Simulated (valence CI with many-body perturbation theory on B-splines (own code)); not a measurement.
**E1 transitions of Co XV**

Calculated by valence CI with perturbative core correlation (CI+MBPT): three valence electrons over a frozen Dirac-Fock core [Ne], a basis of 11 s, 11 p, 10 d, 8 f, 5 g, 2 h functions for each j, with the one-electron correlation potential Σ1, the two-electron term Σ2, the three-electron term Σ3, Breit, model QED; selected CI, second order for the rest, scaled by the run's own slope (own B-spline code, finite nucleus).

No measured levels were compared; by estimate levels of excited configurations hold to 0.05 to 0.15 % of their energy, terms of the ground configuration to about 0.5 %.

Lines 1 to 50 of 587 in falling wavelength, among levels below 2081000 cm⁻¹, chosen from the strongest by gf and those to the six lowest levels. Wavelengths and rates use the calculated energies, so an error of 300 cm⁻¹ moves a line at 100.2 nm by 0.3 % and its rate by three times that or more. Electric multipoles are in the length gauge with retardation, E1 and E2 with the static RPA response of the core. Weak lines are less certain than strong ones. Lines between different terms over intervals too small for the method are left out, as are lines whose strength nearly cancels. Where a level lies close to another of its J and parity, the split of strength between their lines is uncertain. The highest levels of a list are the least certain.

Names give the largest LS component (configuration and term), which can be under half, so a name can repeat, a term be missing and a line seem to break the LS rules; names also repeat where a configuration has a term twice. Letters in brackets count levels of one name in rising energy.

| λ vac (nm) | Upper | Lower | A (s⁻¹) | S (a.u.) |
| --- | --- | --- | --- | --- |
| 100.2 | 3s2 4f 2F°_7/2 | 3s2 4d 2D_5/2 | 7.92e+08 | 3.15e+00 |
| 99.12 | 3s2 4f 2F°_5/2 | 3s2 4d 2D_3/2 | 7.62e+08 | 2.20e+00 |
| 87.21 | 3s 3p 4p 4D_3/2 | 3s 3p 4s 4P°_3/2 | 7.13e+08 | 9.33e-01 |
| 86.91 | 3s 3p 4p 4D_1/2 | 3s 3p 4s 4P°_1/2 | 9.42e+08 | 6.10e-01 |
| 81.70 | 3s 3p 4p 2D_5/2 | 3s 3p 4s 2P°_3/2 [a] | 1.35e+09 | 2.19e+00 |
| 81.37 | 3s2 4p 2P°_1/2 | 3s2 4s 2S_1/2 | 1.55e+09 | 8.25e-01 |
| 80.90 | 3s 3p 4p 2D_3/2 | 3s 3p 4s 2P°_1/2 [a] | 7.67e+08 | 8.01e-01 |
| 79.51 | 3s 3p 4p 4D_7/2 | 3s 3p 4s 4P°_5/2 | 1.87e+09 | 3.71e+00 |
| 78.83 | 3s 3p 4p 4D_5/2 | 3s 3p 4s 4P°_3/2 | 1.66e+09 | 2.41e+00 |
| 76.28 | 3s2 4p 2P°_3/2 | 3s2 4s 2S_1/2 | 1.87e+09 | 1.64e+00 |
| 76.22 | 3s 3p 4p 2P_3/2 | 3s 3p 4s 4P°_1/2 | 1.06e+09 | 9.30e-01 |
| 75.34 | 3s 3p 4p 4P_5/2 | 3s 3p 4s 4P°_5/2 | 1.69e+09 | 2.14e+00 |
| 75.29 | 3s 3p 4p 4P_1/2 | 3s 3p 4s 4P°_3/2 | 1.90e+09 | 8.01e-01 |
| 75.20 | 3s 3p 4p 2D_3/2 | 3s 3p 4s 4P°_5/2 | 7.09e+08 | 5.95e-01 |
| 72.38 | 3s 3p 4p 4S_3/2 | 3s 3p 4s 4P°_5/2 | 1.35e+09 | 1.01e+00 |
| 71.90 | 3s 3p 4p 4P_3/2 | 3s 3p 4s 4P°_3/2 | 1.00e+09 | 7.35e-01 |
| 69.29 | 3s 3p 4p 2S_1/2 | 3s 3p 4s 2P°_3/2 [a] | 1.99e+09 | 6.53e-01 |
| 68.57 | 3s 3p 4p 4P_3/2 | 3s 3p 4s 4P°_1/2 | 7.86e+08 | 5.00e-01 |
| 67.61 | 3s 3p 4p 4P_5/2 | 3s 3p 4s 4P°_3/2 | 4.11e+08 | 3.76e-01 |
| 62.48 | 3s2 4d 2D_5/2 | 3s2 4p 2P°_3/2 | 3.90e+09 | 2.82e+00 |
| 59.99 | 3s2 4d 2D_3/2 | 3s2 4p 2P°_1/2 | 3.60e+09 | 1.54e+00 |
| 50.66 | 3p3 2D°_5/2 | 3s 3p2 2P_3/2 | 7.45e+08 | 2.87e-01 |
| 47.42 | 3p2 3d 2G_7/2 | 3s 3p 3d 2F°_5/2 [b] | 1.06e+09 | 4.48e-01 |
| 45.67 | 3s 3p2 4P_1/2 | 3s2 3p 2P°_3/2 | 1.32e+07 | 1.24e-03 |
| 45.47 | 3p2 3d 2G_9/2 | 3s 3p 3d 2F°_7/2 [b] | 1.26e+09 | 5.85e-01 |
| 45.29 | 3p 3d2 2F°_7/2 [a] | 3s 3d2 2D_5/2 | 7.18e+08 | 2.64e-01 |
| 44.88 | 3p2 3d 2F_7/2 [a] | 3s 3p 3d 2F°_7/2 [a] | 8.47e+08 | 3.02e-01 |
| 43.75 | 3s 3p2 4P_3/2 | 3s2 3p 2P°_3/2 | 8.93e+06 | 1.48e-03 |
| 42.95 | 3p2 3d 2F_5/2 [a] | 3s 3p 3d 2F°_5/2 [a] | 1.44e+09 | 3.39e-01 |
| 41.65 | 3s 3p2 4P_5/2 | 3s2 3p 2P°_3/2 | 4.08e+07 | 8.74e-03 |
| 41.33 | 3s 3p2 4P_1/2 | 3s2 3p 2P°_1/2 | 3.99e+07 | 2.78e-03 |
| 41.18 | 3p 3d2 2G°_9/2 [a] | 3s 3d2 2G_9/2 | 8.27e+08 | 2.85e-01 |
| 39.78 | 3p 3d2 4F°_9/2 | 3s 3d2 2G_9/2 | 7.06e+08 | 2.19e-01 |
| 39.73 | 3p 3d2 4F°_9/2 | 3s 3d2 2G_7/2 | 7.49e+08 | 2.32e-01 |
| 39.08 | 3p 3d2 4G°_5/2 | 3s 3d2 4F_3/2 | 3.26e+09 | 5.76e-01 |
| 38.34 | 3p2 3d 2F_5/2 [a] | 3s 3p 3d 2D°_3/2 [a] | 1.65e+09 | 2.76e-01 |
| 38.33 | 3p 3d2 4G°_7/2 | 3s 3d2 4F_5/2 | 3.43e+09 | 7.63e-01 |
| 37.41 | 3p 3d2 4G°_9/2 | 3s 3d2 4F_7/2 | 4.02e+09 | 1.04e+00 |
| 37.32 | 3p2 3d 2F_7/2 [a] | 3s 3p 3d 2D°_5/2 [a] | 1.38e+09 | 2.83e-01 |
| 37.26 | 3p3 2P°_3/2 | 3s 3p2 2P_3/2 | 3.04e+09 | 3.10e-01 |
| 37.15 | 3p 3d2 2H°_9/2 | 3s 3d2 2G_7/2 | 5.92e+09 | 1.50e+00 |
| 36.59 | 3p 3d2 2F°_5/2 [b] | 3s 3d2 2F_5/2 | 1.59e+09 | 2.31e-01 |
| 36.35 | 3p2 3d 2D_5/2 [a] | 3s 3p 3d 2P°_3/2 [b] | 1.81e+09 | 2.58e-01 |
| 36.33 | 3p2 3d 2F_5/2 [b] | 3s 3p 3d 2D°_3/2 [b] | 3.06e+09 | 4.35e-01 |
| 36.26 | 3p 3d2 4G°_11/2 | 3s 3d2 4F_9/2 | 5.29e+09 | 1.49e+00 |
| 35.94 | 3p 3d2 2P°_3/2 [b] | 3s 3d2 2S_1/2 | 3.49e+09 | 3.20e-01 |
| 35.72 | 3p 3d2 4D°_3/2 [a] | 3s 3d2 4P_3/2 | 2.61e+09 | 2.35e-01 |
| 35.71 | 3p2 3d 2F_7/2 [b] | 3s 3p 3d 2D°_5/2 [b] | 2.79e+09 | 5.02e-01 |
| 35.68 | 3p2 3d 2G_9/2 | 3s 3p 3d 2F°_7/2 [a] | 4.46e+09 | 1.00e+00 |
| 35.62 | 3p 3d2 2H°_11/2 | 3s 3d2 2G_9/2 | 8.55e+09 | 2.29e+00 |
